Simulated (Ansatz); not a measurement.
Computed with Ansatz on PBE0-D4/def2-TZVP structures; ΔE is electronic, products minus reactants. CCSD(T)/CBS is the MP2 limit (def2-TZVPP, def2-QZVPP) plus CCSD(T) − MP2 in def2-TZVPP, frozen cores. This one scheme is used for every species. DFT in def2-TZVPP. B3LYP here is the variant with VWN-RPA as its local correlation; programs differ in this. def2 core potentials past Kr. For Sn outer-core shells are correlated without core-valence functions, which leaves a few kJ/mol of doubt a bond. One conformer a species, not always the lowest.

Reaction (formal exchange of groups at the Sn–O bond): `C[O][SnH]([OH])[OH]` + BH₃ → `[BH2][SnH]([OH])[OH]` + CH₃OH

`C[O][SnH]([OH])[OH]`:

Cartesian coordinates in Å:
```
C 1.643 -0.466 -0.437
O 1.031 -0.076 0.772
Sn -0.809 0.573 0.792
O -1.980 -0.940 0.376
O -1.109 1.772 -0.715
H 1.168 -1.354 -0.876
H 1.630 0.335 -1.186
H 2.686 -0.714 -0.223
H -1.079 1.333 2.277
H -1.622 -1.786 0.656
H -1.558 1.323 -1.437
```

BH₃:

```xyz
4

B     0.000    0.000    0.000
H     0.003   -0.697    0.969
H     0.635   -0.312   -0.962
H    -0.637    1.009   -0.007
```

`[BH2][SnH]([OH])[OH]`:

```xyz
9

B    -1.286   -1.404   -0.262
Sn   -0.018    0.387    0.211
O     0.543    1.099   -1.540
O     1.572   -0.345    1.120
H    -0.833   -2.242   -0.978
H    -2.383   -1.533    0.185
H    -0.538    1.733    1.143
H     0.878    1.998   -1.504
H     2.064    0.307    1.623
```

CH₃OH:

Cartesian coordinates in Å:
```
C 0.024 -0.245 -0.258
O -0.367 0.299 0.982
H -0.387 -1.253 -0.308
H 1.114 -0.315 -0.358
H -0.370 0.326 -1.108
H -0.014 1.188 1.050
```

```csv
level,ΔE (kcal/mol)
r2SCAN-D4,8.9
ωB97X-V,9.1
B3LYP,7.8
SCS-MP2/def2-TZVPP,10.2
CCSD/def2-TZVPP,8.4
HF/def2-QZVPP,10.3
MP2/CBS(def2),10.2
CCSD/CBS(def2),8.8
```

Question: What does CCSD(T)/CBS give? (Best estimate.)

Answer: Computed: +9.3 kcal/mol. The listed levels differ from it by -0.4, -0.2, -1.5, 0.9, -0.9, 1.0, 0.9, -0.5 kcal/mol.

Largest T1 diagnostic among the species: 0.014.

The D4 term adds +1.1 kcal/mol with B3LYP and +0.6 kcal/mol with PBE0; it sums over pairs of atoms, weighted by their polarisabilities, and B3LYP, whose exchange is more repulsive, gets the larger term.
